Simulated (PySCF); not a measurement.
## Calculated data, C2H7ClGe, C2H9GeN, C2H7GeN, C2H7AlGe and others

Computed with PySCF 2.14.0. Calculation on a computer-drawn molecule: optimised geometry and harmonic frequencies of an isolated molecule of the commonest isotopes, restricted reference for singlets and unrestricted otherwise, frozen core in MP2; on germanium a core potential holds 10 electrons, which the energies leave out, and 3d is frozen in MP2 and coupled-cluster steps.

Common to all runs: charge 0; method HF; basis and core potential on germanium cc-pVDZ-PP ECP10MDF.

```yaml
- entry: 1
  formula: C2H7ClGe
  start_structure:
    atoms_angstrom:
      - [C, 1.5907, 1.0396, -2.4944]
      - [Ge, 0.8757, 0.7884, -0.6794]
      - [C, 1.814, -0.6136, 0.3573]
      - [Cl, 1.1273, 2.6317, 0.3686]
      - [H, 1.4314, 0.1473, -3.0713]
      - [H, 1.0981, 1.8918, -2.9263]
      - [H, 2.5696, 1.2326, -2.448]
      - [H, -0.6406, 0.5041, -0.6832]
      - [H, 2.876, -0.3324, 0.4004]
      - [H, 1.4206, -0.7243, 1.3521]
      - [H, 1.7172, -1.5621, -0.0687]
  given:
    multiplicity: 1
    basis: "cc-pV(D+d)Z"
    drawn_bonds_atom: [1, 2, 2, 1, 1, 1, 2, 3, 3, 3]
    drawn_bonds_other_atom: [2, 3, 4, 5, 6, 7, 8, 9, 10, 11]
    drawn_bonds_order: [1, 1, 1, 1, 1, 1, 1, 1, 1, 1]
  results:
    optimised_atom_element: [C, Ge, C, Cl, H, H, H, H, H, H, H]
    "optimised_atom_x [angstrom]": [1.574, 0.8679, 1.818, 1.133, 1.444, 1.048, 2.637, -0.6422, 2.881, 1.423, 1.698]
    "optimised_atom_y [angstrom]": [1.032, 0.7571, -0.6034, 2.651, 0.1245, 1.853, 1.274, 0.5141, -0.3623, -0.6583, -1.579]
    "optimised_atom_z [angstrom]": [-2.468, -0.6736, 0.3458, 0.4045, -3.062, -2.958, -2.42, -0.6841, 0.3944, 1.361, -0.1329]
    "modes_frequency [cm^-1]": [136.6, 143.4, 169.8, 177.3, 196.9, 404.1, 611.2, 642.0, 666.8, 736.5, 820.3, 912.4, 922.7, 933.6, 1379, 1385, 1549, 1553, 1554, 1562, 2236, 3181, 3182, 3270, 3271, 3287, 3288]
    "modes_reduced_mass [dalton]": [1.017, 1.04, 4.067, 2.719, 3.172, 33.71, 3.871, 3.415, 1.092, 1.059, 1.225, 1.266, 1.262, 1.166, 1.238, 1.221, 1.053, 1.054, 1.049, 1.05, 1.02, 1.034, 1.034, 1.102, 1.102, 1.104, 1.104]
    "rotational_constants [GHz]": [4.648, 2.758, 2.022]
    "total_energy [hartree]": -832.7562
    "convergence_status_largest_gradient_component [hartree/bohr]": 2.612e-05
- entry: 2
  formula: C2H9GeN
  start_structure:
    atoms_angstrom:
      - [C, -1.4698, -0.2928, 1.9514]
      - [Ge, -0.5344, 0.5473, 0.3857]
      - [C, 1.3707, -0.0812, 0.3088]
      - ["N", -1.5303, 0.0057, -1.0511]
      - [H, -2.509, 0.0287, 1.9272]
      - [H, -1.382, -1.2958, 1.9832]
      - [H, -1.0455, 0.1873, 2.8987]
      - [H, -0.5807, 2.0058, 0.3243]
      - [H, 1.8131, 0.2902, -0.617]
      - [H, 1.5003, -1.2058, 0.3204]
      - [H, 1.9216, 0.3853, 1.1709]
      - [H, -1.1949, 0.2654, -1.9522]
      - [H, -1.7734, -0.9687, -1.1526]
  given:
    multiplicity: 1
    basis: cc-pVDZ
    drawn_bonds_atom: [1, 2, 2, 1, 1, 1, 2, 3, 3, 3, 4, 4]
    drawn_bonds_other_atom: [2, 3, 4, 5, 6, 7, 8, 9, 10, 11, 12, 13]
    drawn_bonds_order: [1, 1, 1, 1, 1, 1, 1, 1, 1, 1, 1, 1]
  results:
    optimised_atom_element: [C, Ge, C, "N", H, H, H, H, H, H, H, H, H]
    "optimised_atom_x [angstrom]": [-1.439, -0.557, 1.323, -1.542, -2.479, -1.42, -0.935, -0.6185, 1.817, 1.396, 1.864, -1.228, -1.595]
    "optimised_atom_y [angstrom]": [-0.2102, 0.5006, -0.06816, -0.05854, 0.1174, -1.303, 0.1345, 2.037, 0.313, -1.159, 0.3072, 0.3189, -1.058]
    "optimised_atom_z [angstrom]": [1.966, 0.3721, 0.3147, -1.09, 1.998, 1.96, 2.872, 0.353, -0.5824, 0.3103, 1.188, -1.969, -1.195]
    "modes_frequency [cm^-1]": [130.7, 143.2, 150.6, 187.6, 214.6, 226.0, 598.3, 621.5, 631.1, 649.5, 686.7, 737.0, 812.2, 900.0, 911.0, 922.2, 982.1, 1373, 1380, 1553, 1555, 1560, 1564, 1703, 2197, 3168, 3175, 3252, 3257, 3257, 3273, 3724, 3810]
    "modes_reduced_mass [dalton]": [1.024, 1.086, 1.087, 2.466, 2.909, 2.441, 3.622, 2.398, 1.577, 1.159, 2.719, 1.193, 1.255, 1.299, 1.231, 1.17, 1.16, 1.241, 1.226, 1.054, 1.054, 1.05, 1.05, 1.095, 1.019, 1.034, 1.034, 1.103, 1.103, 1.102, 1.103, 1.051, 1.093]
    "rotational_constants [GHz]": [5.03, 4.77, 2.995]
    "total_energy [hartree]": -428.8251
    "convergence_status_largest_gradient_component [hartree/bohr]": 1.583e-05
- entry: 3
  formula: C2H7GeN
  start_structure:
    atoms_angstrom:
      - [C, 0.179, 1.2886, 2.0973]
      - [Ge, 0.9702, -0.5266, 2.4552]
      - [C, -0.3513, -1.6661, 1.8803]
      - ["N", -0.1797, -2.8701, 1.2284]
      - [H, -0.7385, 1.438, 2.7074]
      - [H, -0.0523, 1.4208, 1.0617]
      - [H, 0.8938, 2.1451, 2.3592]
      - [H, 1.9561, -0.6641, 1.1431]
      - [H, -1.366, -1.6569, 2.3746]
      - [H, 0.6543, -2.9515, 0.7627]
      - [H, -0.6937, -3.6901, 1.4071]
  given:
    multiplicity: 1
    basis: cc-pVDZ
    drawn_bonds_atom: [1, 2, 3, 1, 1, 1, 2, 3, 4, 4]
    drawn_bonds_other_atom: [2, 3, 4, 5, 6, 7, 8, 9, 10, 11]
    drawn_bonds_order: [1, 2, 1, 1, 1, 1, 1, 1, 1, 1]
  results:
    optimised_atom_element: [C, Ge, C, "N", H, H, H, H, H, H, H]
    "optimised_atom_x [angstrom]": [0.1654, 1.119, -0.3349, -0.163, -0.7122, -0.1432, 0.8473, 1.967, -1.33, 0.7122, -0.855]
    "optimised_atom_y [angstrom]": [1.293, -0.4408, -1.732, -2.853, 1.401, 1.406, 2.113, -0.6494, -1.657, -3.038, -3.576]
    "optimised_atom_z [angstrom]": [2.082, 2.486, 1.925, 1.286, 2.726, 1.041, 2.324, 1.163, 2.366, 0.8335, 1.245]
    "modes_frequency [cm^-1]": [104.1, 125.7, 159.1, 280.5, 355.7, 537.9, 556.7, 628.3, 722.5, 767.9, 828.4, 913.5, 1140, 1187, 1349, 1473, 1558, 1561, 1569, 1804, 1957, 3162, 3239, 3257, 3273, 3754, 3882]
    "modes_reduced_mass [dalton]": [2.461, 1.363, 1.605, 3.069, 2.192, 1.571, 3.159, 1.075, 1.312, 1.265, 1.223, 1.194, 1.112, 1.127, 1.209, 1.61, 1.385, 1.551, 1.057, 1.326, 1.023, 1.033, 1.101, 1.105, 1.089, 1.047, 1.105]
    "rotational_constants [GHz]": [9.699, 2.622, 2.209]
    "total_energy [hartree]": -427.5780
    "convergence_status_largest_gradient_component [hartree/bohr]": 1.308e-05
- entry: 4
  formula: C2H7AlGe
  start_structure:
    atoms_angstrom:
      - [C, 0.3634, -0.6931, -2.2739]
      - [Ge, 0.2567, -0.9671, -0.286]
      - [C, 0.2053, 0.3332, 0.9316]
      - [Al, 0.3254, 2.1554, 0.3145]
      - [H, -0.5493, -1.115, -2.7461]
      - [H, 1.2514, -1.2035, -2.6145]
      - [H, 0.4226, 0.3481, -2.4043]
      - [H, 0.0818, -2.5184, 0.0201]
      - [H, 0.1277, -0.0377, 1.9777]
      - [H, 1.6851, 2.9544, 0.0913]
      - [H, -0.9175, 2.9799, -0.2044]
  given:
    multiplicity: 1
    basis: "cc-pV(D+d)Z"
    drawn_bonds_atom: [1, 2, 3, 1, 1, 1, 2, 3, 4, 4]
    drawn_bonds_other_atom: [2, 3, 4, 5, 6, 7, 8, 9, 10, 11]
    drawn_bonds_order: [1, 2, 1, 1, 1, 1, 1, 1, 1, 1]
  results:
    optimised_atom_element: [C, Ge, C, Al, H, H, H, H, H, H, H]
    "optimised_atom_x [angstrom]": [0.1538, 0.2735, 0.3977, 0.4352, -0.7721, 0.991, 0.1725, 0.2486, 0.4528, 0.5477, 0.3518]
    "optimised_atom_y [angstrom]": [-0.7813, -0.9527, 0.3772, 2.232, -1.241, -1.304, 0.2667, -2.423, 0.04066, 3.355, 2.667]
    "optimised_atom_z [angstrom]": [-2.293, -0.3568, 0.8194, 0.3718, -2.645, -2.76, -2.589, 0.07375, 1.854, 1.484, -1.153]
    "modes_frequency [cm^-1]": [117.5, 126.4, 146.3, 199.2, 223.2, 478.3, 500.4, 617.3, 649.5, 655.5, 740.8, 775.1, 851.9, 871.2, 933.2, 946.9, 1145, 1381, 1555, 1557, 1949, 1971, 2220, 3186, 3269, 3288, 3304]
    "modes_reduced_mass [dalton]": [1.052, 3.382, 3.643, 1.045, 3.829, 1.058, 1.524, 3.331, 1.2, 1.974, 1.129, 1.449, 1.075, 1.185, 1.991, 1.195, 1.914, 1.217, 1.05, 1.054, 1.052, 1.031, 1.02, 1.034, 1.102, 1.086, 1.104]
    "rotational_constants [GHz]": [7.426, 1.845, 1.492]
    "total_energy [hartree]": -615.0569
    "convergence_status_largest_gradient_component [hartree/bohr]": 3.031e-05
- entry: 5
  formula: CH7GeNSi
  start_structure:
    atoms_angstrom:
      - [C, 0.6276, -1.4429, 1.944]
      - [Ge, 0.3465, 0.1016, 0.8033]
      - ["N", -0.9794, 0.1902, -0.226]
      - [Si, -1.7878, 1.2702, -1.364]
      - [H, 0.7211, -1.0396, 2.9872]
      - [H, 1.591, -1.8716, 1.6583]
      - [H, -0.1956, -2.055, 1.8595]
      - [H, 1.5272, 1.1342, 0.8617]
      - [H, -0.724, 1.9634, -2.2381]
      - [H, -2.4788, 2.3593, -0.6476]
      - [H, -2.6483, 0.5269, -2.1244]
  given:
    multiplicity: 1
    basis: "cc-pV(D+d)Z"
    drawn_bonds_atom: [1, 2, 3, 1, 1, 1, 2, 4, 4, 4]
    drawn_bonds_other_atom: [2, 3, 4, 5, 6, 7, 8, 9, 10, 11]
    drawn_bonds_order: [1, 2, 1, 1, 1, 1, 1, 1, 1, 1]
  results:
    optimised_atom_element: [C, Ge, "N", Si, H, H, H, H, H, H, H]
    "optimised_atom_x [angstrom]": [0.639, 0.3352, -1.15, -1.727, 0.9543, 1.432, -0.2804, 1.577, -0.704, -2.867, -2.211]
    "optimised_atom_y [angstrom]": [-1.359, 0.01552, 0.2147, 1.302, -0.9018, -2.031, -1.922, 0.8705, 2.281, 2.096, 0.5696]
    "optimised_atom_z [angstrom]": [1.995, 0.6635, -0.07813, -1.26, 2.935, 1.661, 2.149, 0.3794, -1.738, -0.7342, -2.459]
    "modes_frequency [cm^-1]": [93.82, 105.7, 107.5, 137.9, 222.0, 482.7, 592.8, 654.5, 746.9, 773.1, 799.1, 840.4, 941.7, 1039, 1039, 1069, 1214, 1378, 1548, 1553, 2207, 2228, 2268, 2291, 3186, 3271, 3308]
    "modes_reduced_mass [dalton]": [1.176, 3.566, 1.272, 2.444, 4.099, 1.128, 3.885, 4.376, 1.086, 1.209, 1.467, 1.219, 1.205, 1.048, 1.047, 1.12, 10.25, 1.227, 1.049, 1.053, 1.022, 1.043, 1.05, 1.023, 1.033, 1.102, 1.105]
    "rotational_constants [GHz]": [17.67, 1.549, 1.461]
    "total_energy [hartree]": -678.6809
    "convergence_status_largest_gradient_component [hartree/bohr]": 1.702e-05
- entry: 6
  formula: CH5GeO
  start_structure:
    atoms_angstrom:
      - [C, -1.2322, 0.0407, 0.1351]
      - [Ge, -1.7343, -1.3498, -1.2964]
      - [O, -1.5935, -0.299, -2.7226]
      - [H, -2.0097, 0.0908, 0.9604]
      - [H, -0.2834, -0.1672, 0.6042]
      - [H, -1.2059, 1.0248, -0.3615]
      - [H, -0.4154, -2.3459, -1.4786]
      - [H, -1.5716, -0.6515, -3.5183]
  given:
    multiplicity: 2
    basis: cc-pVDZ
    drawn_bonds_atom: [1, 2, 1, 1, 1, 2, 3]
    drawn_bonds_other_atom: [2, 3, 4, 5, 6, 7, 8]
    drawn_bonds_order: [1, 1, 1, 1, 1, 1, 1]
  results:
    optimised_atom_element: [C, Ge, O, H, H, H, H, H]
    "optimised_atom_x [angstrom]": [-1.2, -1.385, -1.936, -2.171, -0.7915, -0.5257, -0.03757, -2.0]
    "optimised_atom_y [angstrom]": [0.01077, -1.301, -0.3467, 0.4466, -0.4611, 0.8053, -1.981, -0.8292]
    "optimised_atom_z [angstrom]": [0.1576, -1.282, -2.693, 0.394, 1.053, -0.1702, -1.633, -3.504]
    "modes_frequency [cm^-1]": [112.0, 205.7, 240.0, 576.4, 609.6, 718.0, 732.7, 841.6, 914.0, 942.9, 1363, 1548, 1554, 2111, 3182, 3275, 3287, 4159]
    "modes_reduced_mass [dalton]": [1.078, 3.417, 1.085, 1.04, 4.061, 4.33, 1.281, 1.209, 1.21, 1.15, 1.223, 1.053, 1.053, 1.021, 1.032, 1.104, 1.104, 1.067]
    "rotational_constants [GHz]": [14.19, 6.306, 4.615]
    "total_energy [hartree]": -409.0125
    spin_squared: 0.7546
    "convergence_status_largest_gradient_component [hartree/bohr]": 2.107e-05
- entry: 7
  formula: CH7GeNSi
  start_structure:
    atoms_angstrom:
      - [C, 0.2487, 1.8589, -1.0688]
      - [Ge, -1.3553, 0.6856, -0.7473]
      - ["N", -2.6559, 0.3841, -1.7782]
      - [Si, -1.2825, -0.4818, 1.3088]
      - [H, 0.1148, 2.3956, -2.0292]
      - [H, 0.2532, 2.6588, -0.3204]
      - [H, 1.1573, 1.3008, -1.0675]
      - [H, -2.7523, 0.858, -2.677]
      - [H, -2.5287, -1.2398, 1.4407]
      - [H, -1.1012, 0.4173, 2.4185]
      - [H, -0.1456, -1.4501, 1.3035]
  given:
    multiplicity: 1
    basis: "cc-pV(D+d)Z"
    drawn_bonds_atom: [1, 2, 2, 1, 1, 1, 3, 4, 4, 4]
    drawn_bonds_other_atom: [2, 3, 4, 5, 6, 7, 8, 9, 10, 11]
    drawn_bonds_order: [1, 2, 1, 1, 1, 1, 1, 1, 1, 1]
  results:
    optimised_atom_element: [C, Ge, "N", Si, H, H, H, H, H, H, H]
    "optimised_atom_x [angstrom]": [0.2011, -1.325, -2.666, -1.291, 0.07916, 0.2831, 1.125, -2.636, -2.51, -1.224, -0.08449]
    "optimised_atom_y [angstrom]": [1.862, 0.6859, 0.4356, -0.5233, 2.356, 2.62, 1.28, 0.9657, -1.347, 0.4363, -1.383]
    "optimised_atom_z [angstrom]": [-1.119, -0.7509, -1.747, 1.321, -2.084, -0.3366, -1.128, -2.608, 1.422, 2.448, 1.368]
    "modes_frequency [cm^-1]": [59.6, 94.03, 121.4, 156.2, 220.9, 363.2, 523.7, 566.6, 605.6, 723.6, 820.3, 847.7, 944.7, 956.8, 994.9, 1018, 1026, 1369, 1553, 1553, 2308, 2310, 2348, 3177, 3264, 3285, 3714]
    "modes_reduced_mass [dalton]": [1.059, 1.033, 3.57, 4.316, 3.607, 8.343, 1.123, 1.18, 3.744, 1.113, 1.203, 1.205, 1.292, 2.433, 1.526, 1.037, 1.036, 1.22, 1.052, 1.055, 1.051, 1.027, 1.043, 1.033, 1.102, 1.105, 1.076]
    "rotational_constants [GHz]": [5.548, 2.55, 1.803]
    "total_energy [hartree]": -678.6555
    "convergence_status_largest_gradient_component [hartree/bohr]": 2.384e-05
- entry: 8
  formula: CH3ClGe
  start_structure:
    atoms_angstrom:
      - [C, -0.1047, 0.0427, 1.3532]
      - [Ge, -1.5567, 0.2516, 2.7943]
      - [Cl, -1.8921, 2.352, 2.4419]
      - [H, 0.7769, 0.7315, 1.6353]
      - [H, -0.3937, 0.3309, 0.3438]
      - [H, 0.334, -0.9414, 1.2864]
  given:
    multiplicity: 1
    basis: "cc-pV(D+d)Z"
    drawn_bonds_atom: [1, 2, 1, 1, 1]
    drawn_bonds_other_atom: [2, 3, 4, 5, 6]
    drawn_bonds_order: [1, 1, 1, 1, 1]
  results:
    optimised_atom_element: [C, Ge, Cl, H, H, H]
    "optimised_atom_x [angstrom]": [-0.06251, -1.511, -1.897, 0.7588, -0.4404, 0.3157]
    "optimised_atom_y [angstrom]": [0.05628, 0.2079, 2.383, 0.7328, 0.3549, -0.9679]
    "optimised_atom_z [angstrom]": [1.369, 2.724, 2.436, 1.625, 0.3859, 1.315]
    "modes_frequency [cm^-1]": [100.2, 205.4, 377.2, 569.8, 639.7, 815.8, 1344, 1532, 1541, 3156, 3247, 3258]
    "modes_reduced_mass [dalton]": [1.044, 3.588, 38.23, 4.119, 1.149, 1.247, 1.227, 1.053, 1.06, 1.032, 1.1, 1.105]
    "rotational_constants [GHz]": [10.17, 3.593, 2.699]
    "total_energy [hartree]": -792.5326
    "convergence_status_largest_gradient_component [hartree/bohr]": 1.815e-05
```
